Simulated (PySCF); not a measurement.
HI2In. Atoms are numbered in the order given.

```xyz
4

In     0.0000     0.0000    -0.9674
H      0.0000     0.0000    -2.6792
I      0.0000     2.2524     0.4725
I      0.0000    -2.2524     0.4725
```
Charge 0, spin multiplicity 1.

Geometry: r2SCAN-D4/def2-SVP. The def2 effective core potentials stand for the cores of I, In; spin–orbit coupling is left out.

These are r2SCAN/def2-TZVPD (PySCF) values and carry that method's errors.

Mulliken values depend strongly on the basis, most of all with diffuse functions as here. ESP charges are fitted to the potential on shells at 1.4 to 2.0 van der Waals radii. Atomic charges (e):

```json
[
 {"atom": "In1", "ESP fit": "0.44", "Mulliken": "0.64"},
 {"atom": "H2", "ESP fit": "-0.08", "Mulliken": "-0.10"},
 {"atom": "I3", "ESP fit": "-0.18", "Mulliken": "-0.27"},
 {"atom": "I4", "ESP fit": "-0.18", "Mulliken": "-0.27"}
]
```
